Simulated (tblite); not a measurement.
Isomers of C3H8OSSi. Computed with GFN2-xTB (tblite): harmonic, unscaled wavenumbers at the GFN2-xTB geometry, gas phase. Against measured fundamentals such values can be off by several per cent, at times by over 20. Modes of hydrogen on silicon can be 10 to 20 % off. One conformer each.

Electronic energies: GFN2-xTB at the same geometries; isomer energies are rough at this level and their order can be wrong.

| SMILES | electronic energy, lowest = 0 (kcal/mol) |
| --- | --- |
| C=CO[SiH2]SC | 0.0 |
| CS/C=C/O[SiH3] | 12.4 |
| C=C[Si@@H](O)SC | 13.8 |

Q: How do GFN2-xTB zero-point energies change the relative energies?

A: 
```json
{"SMILES": "C=CO[SiH2]SC", "ZPE (kcal/mol)": "63.5", "of it from modes above 1550 cm⁻¹": "35.3", "electronic (kcal/mol)": "0.0", "with ZPE, lowest = 0 (kcal/mol)": "0.0", "lowest mode (cm⁻¹)": "58", "rings": "0"}
{"SMILES": "CS/C=C/O[SiH3]", "ZPE (kcal/mol)": "61.5", "of it from modes above 1550 cm⁻¹": "34.0", "electronic (kcal/mol)": "12.4", "with ZPE, lowest = 0 (kcal/mol)": "10.5", "lowest mode (cm⁻¹)": "45", "rings": "0"}
{"SMILES": "C=C[Si@@H](O)SC", "ZPE (kcal/mol)": "64.0", "of it from modes above 1550 cm⁻¹": "37.1", "electronic (kcal/mol)": "13.8", "with ZPE, lowest = 0 (kcal/mol)": "14.4", "lowest mode (cm⁻¹)": "51", "rings": "0"}
```

The zero-point energies span 2.5 kcal/mol, from `CS/C=C/O[SiH3]` to `C=C[Si@@H](O)SC`. The order is unchanged.
